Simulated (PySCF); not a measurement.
## A search over the determinants of KMg

Unrestricted PBE0; PySCF, no relativity, basis sets K def2-SVPD, Mg def2-SVPD. Outer shells of the fragments: K 4s1; Mg 3s2.

Followed along the bond (rough minima from three points):

```tsv
2Ms+1	unpaired	⟨S²⟩ at the start	R at minimum (Å)	Te (eV)
2	σ ↑	0.76	3.95	0.00
2	π ↑	0.76	3.31	0.78
4	σ ↑↑, π ↑	3.75	3.79	2.34
```

Solutions found at the starting distance of 3.300 Å, counted from the lowest of them; the search is not exhaustive and high or unbound solutions are not listed, so other states can lie among these:

```json
{"2Ms+1": "2", "unpaired": "σ ↑", "term": "²Σ⁺", "E (eV)": "0.00", "⟨S²⟩": "0.76", "⟨Lz²⟩": "0.00", "μ (D)": "-1.74"}
{"2Ms+1": "2", "unpaired": "π ↑", "term": "²Π", "E (eV)": "0.64", "⟨S²⟩": "0.76", "⟨Lz²⟩": "1.01", "μ (D)": "-6.86"}
{"2Ms+1": "4", "unpaired": "σ ↑↑, π ↑", "term": "⁴Π", "E (eV)": "2.30", "⟨S²⟩": "3.75", "⟨Lz²⟩": "1.00", "μ (D)": "-5.12"}
{"2Ms+1": "4", "unpaired": "σ ↑, π ↑↑", "term": "⁴Σ⁻", "E (eV)": "2.81", "⟨S²⟩": "3.75", "⟨Lz²⟩": "0.00", "μ (D)": "-7.89"}
{"2Ms+1": "2", "unpaired": "σ ↑↑, π ↓", "term": "mixed", "E (eV)": "2.99", "⟨S²⟩": "1.75", "⟨Lz²⟩": "1.00", "μ (D)": "-5.14"}
{"2Ms+1": "4", "unpaired": "σ ↑↑↑", "term": "⁴Σ⁺", "E (eV)": "3.08", "⟨S²⟩": "3.75", "⟨Lz²⟩": "0.00", "μ (D)": "4.22"}
{"2Ms+1": "2", "unpaired": "σ ↑, π ↑↓", "term": "mixed", "E (eV)": "3.42", "⟨S²⟩": "1.75", "⟨Lz²⟩": "2.01", "μ (D)": "-6.73"}
{"2Ms+1": "2", "unpaired": "σ ↑", "term": "mixed", "E (eV)": "3.79", "⟨S²⟩": "0.98", "⟨Lz²⟩": "2.00", "μ (D)": "-4.34"}
{"2Ms+1": "4", "unpaired": "σ ↑, π ↑↑", "term": "mixed", "E (eV)": "4.33", "⟨S²⟩": "3.75", "⟨Lz²⟩": "2.00", "μ (D)": "3.62"}
```

A term symbol is given only where ⟨S²⟩ and ⟨Lz²⟩ are close to those of a pure state; real π, δ and φ orbitals otherwise mix terms. A positive dipole means K(−)Mg(+).

Q: Compare the gap between the two lowest followed solutions at the starting distance with the gap between their minima.

A: At PBE0 the second solution (doublet, unpaired electrons π ↑) lies +0.64 eV from the first (doublet, unpaired electrons σ ↑) at 3.300 Å and +0.78 eV at the minima; the two curves relax by different amounts, since their minima lie near 3.31 and 3.95 Å.

Counting both spins, an empty level lies below a filled one in some of these solutions, because spin and occupation are held.
